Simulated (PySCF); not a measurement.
Computed shifts of a molecule C₂H₇ClOSi₂, HF/pcSseg-1 in PySCF, GIAO, gas phase, atoms alike by connectivity averaged where their shifts nearly agree, in ppm (number of nuclei): ²⁹Si: -31.2 (1), -74.7 (1). ¹³C: 173.3 (1), 148.4 (1). ¹H: 7.04 (1), 4.74 (1), 4.64 (1), 4.28 (3), 2.40 (1). References: ¹⁷O against H2O (σ = 333.0 ppm); ²⁹Si against TMS (σ = 393.8 ppm); ¹³C against TMS (σ = 192.6 ppm); ³⁵Cl against HCl (σ = 958.2 ppm); ¹H against TMS (σ = 31.99 ppm), references at their B3LYP-D3(BJ)/def2-TZVP geometries, non-relativistic (without spin–orbit terms, shifts of atoms bonded to Cl or Br come out too high). The structure is a stationary point at r2SCAN-D4/def2-SVP. The values are those of a single conformer.

**Question.** Which structure fits?
(A) C=CO[SiH2][SiH2]Cl
(B) C[Si@H]1CO[Si@H]1Cl
(C) O[SiH2]/C(Cl)=C/[SiH3]
(D) C[Si@@H]1C[Si@@H](Cl)O1

**Answer.** C, O[SiH2]/C(Cl)=C/[SiH3]
